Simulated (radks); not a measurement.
Problem. The erbium ion Er2+, 66 electrons, occupied as [Xe] 4f12 (the NIST ground configuration). Method: Dirac Kohn-Sham, B86b exchange with PBE correlation, spin-unpolarised, spherical densities, finite nucleus; open shells fill j = l - 1/2 first; Fermi nuclear charge, rms radius 5.2516 fm; computed with a radial shooting solver on a logarithmic mesh with Libxc functionals. Some entries of the table are withheld. Estimate them.

orbital  occ.  eigenvalue (hartree)  r(max) (bohr)  <r^2> (bohr^2)
1s1/2       2             -2106.229        0.01286             (1)
2s1/2       2             -354.0771        0.07341        0.008775
2p1/2       2             -337.3109        0.05512        0.006329
2p3/2       4             -303.6109        0.06134        0.007548
3s1/2       2             -79.73378         0.2074         0.05793
3p1/2       2             -72.36784         0.1950         0.05361
3p3/2       4             -65.28964         0.2079         0.06045
3d3/2       4             -52.67965            (2)         0.04762
3d5/2       6             -51.13279            (3)         0.04952
4s1/2       2             -16.14639         0.4743          0.2917
4p1/2       2             -13.20126            (4)          0.3048
4p3/2       4             -11.60983            (5)          0.3427
4d3/2       4              -6.76072            (6)          0.3876
4d5/2       6              -6.47163            (7)          0.4026
5s1/2       2              -2.43235          1.114           1.770
5p1/2       2              -1.63888          1.217           2.270
5p3/2       4              -1.44099          1.304           2.629
4f5/2       6              -0.66063            (8)          0.8948
4f7/2       6              -0.62077            (9)          0.9454
6s1/2       0              -0.54502          2.963           12.24
5d3/2       0              -0.50268          1.861            (10)
5d5/2       0              -0.48966          1.912            (11)

Solution. 
(1) 1s1/2 <r^2> (bohr^2): 0.0005679
(2) 3d3/2 r(max) (bohr): 0.1642
(3) 3d5/2 r(max) (bohr): 0.1679
(4) 4p1/2 r(max) (bohr): 0.4765
(5) 4p3/2 r(max) (bohr): 0.5042
(6) 4d3/2 r(max) (bohr): 0.5070
(7) 4d5/2 r(max) (bohr): 0.5159
(8) 4f5/2 r(max) (bohr): 0.5070
(9) 4f7/2 r(max) (bohr): 0.5124
(10) 5d3/2 <r^2> (bohr^2): 6.830
(11) 5d5/2 <r^2> (bohr^2): 7.166
